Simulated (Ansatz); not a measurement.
Total energies of GeF2Cl2 (GeCl2F2) from Ansatz at r2SCAN-D4/def2-TZVP, gas phase (1 Eh = 27.2114 eV = 2625.5 kJ/mol). The reference geometry is relaxed at PBE-D4/def2-SVP.

Cartesian coordinates in Å:
```
Ge 0.054 -0.003 0.012
F 1.210 -1.064 -0.722
F 0.932 0.927 1.180
Cl -1.440 -1.155 0.998
Cl -0.756 1.296 -1.467
```

```tsv
state	geometry	energy (Eh)
charge 0 singlet	reference	-3197.23146
charge 1 doublet	reference	-3196.78471
free Ge atom (triplet)	–	-2076.90335
free F atom (doublet)	–	-99.72763
free Cl atom (doublet)	–	-460.11688
```

(1) Work out the vertical ionisation energy to the doublet.

(2) What is the binding energy per atom against free atoms?

(1) E(charge 1 doublet) − E(charge 0 singlet) = -3196.78471 − (-3197.23146) = 0.44675 Eh = 12.16 eV. For comparison, −ε of the highest occupied level is 9.05 eV at this level, 3.11 eV less.

(2) Atoms: 1 × (-2076.90335) + 2 × (-99.72763) + 2 × (-460.11688) = -3196.59237 Eh. Binding: -3196.59237 − (-3197.23146) = 0.63909 Eh = 17.39 eV, or 3.48 eV for each of 5 atoms (no zero-point energy, no counterpoise term).
